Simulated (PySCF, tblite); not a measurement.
Isomers of C8H7FOS, one GFN2-xTB conformer each. Single-point energies are computed at PBE0/pcSseg-1 (PySCF, gas phase, no added dispersion term), electronic only.

```
            SMILES  GFN2-xTB relative energy (kcal/mol)
CSc1cccc(C(=O)F)c1                                  1.0
CSc1ccc(C(=O)F)cc1                                  0.0
```

Conformers: `[CH3:1][S:2][c:3]1[cH:4][cH:5][cH:6][c:7]([C:8](=[O:9])[F:10])[cH:11]1` with C1–S2–C3–C4 180°, C6–C7–C8–O9 180°; `[CH3:1][S:2][c:3]1[cH:4][cH:5][c:6]([C:7](=[O:8])[F:9])[cH:10][cH:11]1` with C1–S2–C3–C4 0°, C5–C6–C7–O8 1°.

**Question.** What does PBE0/pcSseg-1 give for the same structures?

**Answer.** 
```csv
SMILES,PBE0/pcSseg-1 E (Eh),PBE0/pcSseg-1 (kcal/mol),GFN2-xTB (kcal/mol),point group
CSc1ccc(C(=O)F)cc1,-881.59472,0.0,0.0,Cs
CSc1cccc(C(=O)F)c1,-881.59297,1.1,1.0,Cs
```

Both levels put the same isomer lowest. Neighbours under 2.5 kcal/mol apart (CSc1ccc(C(=O)F)cc1 and CSc1cccc(C(=O)F)c1) can change places with a better method, another conformer or zero-point energy.

**Question.** Which frontier levels, dipoles and rotational constants go with these structures?

**Answer.** 
```tsv
SMILES	HOMO (eV, PBE0/pcSseg-1)	LUMO (eV)	dipole (D)	A, B, C (MHz)
CSc1ccc(C(=O)F)cc1	-6.74	-1.91	4.94	3081, 444.8, 389.7
CSc1cccc(C(=O)F)c1	-6.60	-2.05	2.88	1708, 601.6, 446.1
```

**Question.** What happens when harmonic zero-point energies from GFN2-xTB frequencies are added?

**Answer.** 
```
            SMILES  ZPE (kcal/mol)  electronic (kcal/mol)  with ZPE (kcal/mol)
CSc1ccc(C(=O)F)cc1            79.6                    0.0                  0.0
CSc1cccc(C(=O)F)c1            79.6                    1.1                  1.1
```

The zero-point energies span 0.0 kcal/mol. The order is unchanged.

**Question.** As an exercise, what shares would exp(−E/RT) give at 2000 K from these electronic energies alone (no entropy, no degeneracies)?

**Answer.** RT = 3.974 kcal/mol: CSc1ccc(C(=O)F)cc1 56.9 %, CSc1cccc(C(=O)F)c1 43.1 %.
